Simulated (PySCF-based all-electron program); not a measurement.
# Bond force of SnTe, singlet

All-electron Kohn–Sham DFT on the free molecule, computed near the basis limit with an in-house program on PySCF integrals; Koelling–Harmon scalar relativity, no spin–orbit coupling, spin-restricted. Forces are good to about 0.002 eV/Å. A positive force pushes the atoms apart.

| r (Å) | PBE (eV/Å) |
| --- | --- |
| 2.0184 | 22.007 |
| 2.1446 | 12.930 |
| 2.2707 | 6.898 |
| 2.523 | ? |
| 2.7753 | ? |

Problem. What does PBE give at the lengths left open?

Solution. 2.523 Å: 0.450 eV/Å; 2.7753 Å: -2.132 eV/Å.

Problem. Fit a Morse curve to the forces within 0.84 to 1.25 of the listed length with the smallest force. Where does the force vanish, what is the force constant, and what harmonic wavenumber follows with standard atomic masses?

Solution. PBE: 2.552 Å, 14 eV/Å², about 250 cm⁻¹. The points are far apart, so these are estimates.
